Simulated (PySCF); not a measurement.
Isomers of C6H14NP, mass 131.086 u with the commonest isotopes. The calculation used PBE0/pcSseg-1 in PySCF (dipole) on a GFN2-xTB geometry, gas phase. One conformer each, none proved a minimum here; rigid rotors.

Question: Order these by out-of-plane moment Σ m c² = (Ia + Ib − Ic)/2, smallest first.
A. `[NH2:1][P:2]1[CH2:3][CH2:4][CH2:5][CH2:6][CH2:7][CH2:8]1` with H–N1–P2–C3 172° and -71°, N1–P2–C3–C4 -172°, P2–C3–C4–C5 59°, C3–C4–C5–C6 -70°, C4–C5–C6–C7 101°
B. `[CH3:1][N:2]=[P@@:3]1([CH3:4])[CH2:5][CH2:6][C@@H:7]1[CH3:8]` with N2–P3–C5–C6 138°, P3–C5–C6–C7 -18°, C5–C6–C7–C8 145°, N2–P3–C7–C6 -123°
C. `[CH3:1][CH:2]([CH3:3])[P@@:4]1(=[NH:5])[CH2:6][C@H:7]1[CH3:8]` with C1–C2–P4–N5 85°

Answer: A (32.80 u·Å²), B (84.41 u·Å²), C (87.81 u·Å²).

Question: Order these by rotational constant C, smallest first.
A. `[CH3:1][CH:2]([CH3:3])[P@@:4]1(=[NH:5])[CH2:6][C@H:7]1[CH3:8]` with C1–C2–P4–N5 85°
B. `[NH2:1][P:2]1[CH2:3][CH2:4][CH2:5][CH2:6][CH2:7][CH2:8]1` with H–N1–P2–C3 172° and -71°, N1–P2–C3–C4 -172°, P2–C3–C4–C5 59°, C3–C4–C5–C6 -70°, C4–C5–C6–C7 101°
C. `[CH3:1][N:2]=[P@@:3]1([CH3:4])[CH2:5][CH2:6][C@@H:7]1[CH3:8]` with N2–P3–C5–C6 138°, P3–C5–C6–C7 -18°, C5–C6–C7–C8 145°, N2–P3–C7–C6 -123°

Answer: B (1066 MHz), C (1141 MHz), A (1214 MHz).

Question: Order these by rotational constant A, smallest first.
A. `[NH2:1][P:2]1[CH2:3][CH2:4][CH2:5][CH2:6][CH2:7][CH2:8]1` with H–N1–P2–C3 172° and -71°, N1–P2–C3–C4 -172°, P2–C3–C4–C5 59°, C3–C4–C5–C6 -70°, C4–C5–C6–C7 101°
B. `[CH3:1][N:2]=[P@@:3]1([CH3:4])[CH2:5][CH2:6][C@@H:7]1[CH3:8]` with N2–P3–C5–C6 138°, P3–C5–C6–C7 -18°, C5–C6–C7–C8 145°, N2–P3–C7–C6 -123°
C. `[CH3:1][CH:2]([CH3:3])[P@@:4]1(=[NH:5])[CH2:6][C@H:7]1[CH3:8]` with C1–C2–P4–N5 85°

Answer: C (1888 MHz), B (2437 MHz), A (2506 MHz).

| SMILES | point group | Ia (u·Å²) | Ib (u·Å²) | Ic (u·Å²) | κ | μa (D) | μb (D) | μc (D) |
| --- | --- | --- | --- | --- | --- | --- | --- | --- |
| CC(C)[P@@]1(=N)C[C@H]1C | C1 | 267.67 | 324.20 | 416.25 | 0.02 | 1.01 | 2.84 | 0.42 |
| NP1CCCCCC1 | C1 | 201.67 | 338.22 | 474.29 | -0.40 | 0.33 | 0.04 | 0.10 |
| CN=[P@@]1(C)CC[C@@H]1C | C1 | 207.37 | 404.24 | 442.79 | -0.83 | 2.19 | 1.08 | 1.64 |
